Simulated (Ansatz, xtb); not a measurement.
## A geometry optimisation of CClOSi with r2SCAN-D4/def2-SVP

The starting geometry of this gas-phase doublet was built from a drawn formula by distance geometry and a force field; its bonds are those of `Cl[Si]1=[C]O1`.

```xyz
4

C    -1.0229   -0.4133    1.2768
Cl   -2.9991    0.3164   -1.0587
O    -2.2687   -0.5814    1.6671
Si   -2.1388   -1.1362    0.0924
```

Q: Predict what it relaxes into with r2SCAN-D4/def2-SVP.

A: A bond breaks, giving a structure given below by its coordinates. Distances that change by over a tenth: C1–O3 (1.32 → 1.17 Å), C1–Si4 (1.78 → 2.18 Å). Contacts that open: O3–Si4 (1.67 → 2.45 Å).

The energy falls by 1.45 eV over 10 steps:

```json
{"step": "1", "E − E(last) (eV)": "1.445"}
{"step": "2", "E − E(last) (eV)": "0.985"}
{"step": "3", "E − E(last) (eV)": "0.274"}
{"step": "4", "E − E(last) (eV)": "0.141"}
{"step": "5", "E − E(last) (eV)": "0.022"}
{"step": "6", "E − E(last) (eV)": "0.002"}
{"step": "7", "E − E(last) (eV)": "0.001"}
{"step": "8", "E − E(last) (eV)": "0.000"}
{"step": "9", "E − E(last) (eV)": "0.000"}
{"step": "10", "E − E(last) (eV)": "0.000"}
```

Final geometry (Å):

```
atom    x (Å)    y (Å)    z (Å)
   C  -1.1568  -0.3165   1.3375
  Cl  -2.9854   0.3619  -1.1169
   O  -2.0993  -0.4832   2.0183
  Si  -2.1880  -1.3767  -0.2614
```

From the same start GFN2-xTB reaches the same bonding as this run.

No frequencies were run, so the end isn't proven a minimum. Open shells are spin-unrestricted. Run with Ansatz 0.2.0, 2.5 min on 1 thread of AMD EPYC (Zen 3), on a shared host.
